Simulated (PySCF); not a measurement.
Al2(mu-Me)2(OH)4, C₂H₁₀Al₂O₄, singlet (GFN2-xTB optimised geometry):

```
18

Al     0.778     0.034     0.000
Al    -1.788     0.034     0.000
C     -0.682     1.811     0.000
H      0.324     1.968     0.431
H     -1.351     2.420     0.618
H     -0.669     2.269    -0.990
O      1.292    -0.120     1.559
H      1.496    -0.288     2.464
O      1.788     0.480    -1.222
H      2.318     0.689    -1.973
C     -0.327    -1.637    -0.606
H     -1.334    -1.930    -0.255
H      0.341    -2.420    -0.232
H     -0.340    -1.730    -1.693
O     -2.303    -0.354     1.518
H     -2.505    -0.504     2.426
O     -2.797     0.032    -1.301
H     -3.329     0.093    -2.077
```

Method: PBE0/def2-SVP (PySCF).

Q: What are the frontier orbital energies and the dipole moment?

A: HOMO-2 -8.18 eV, HOMO-1 -7.99 eV, HOMO -7.57 eV, LUMO 1.09 eV, LUMO+1 1.82 eV; dipole moment 0.06 D.

On the same geometry PBE/def2-SVP (PySCF 2.14.0) gives HOMO-2 -6.38 eV, HOMO-1 -6.19 eV, HOMO -6.13 eV, LUMO 0.22 eV, LUMO+1 0.90 eV; dipole moment 0.03 D.

Meta-Löwdin charges at PBE0/def2-SVP: Al1 1.01, Al2 1.01, C3 -0.60, H4 0.14, H5 0.14, H6 0.13, O7 -0.75, H8 0.34, O9 -0.75, H10 0.34, C11 -0.60, H12 0.14, H13 0.14, H14 0.13, O15 -0.75, H16 0.34, O17 -0.75, H18 0.34.
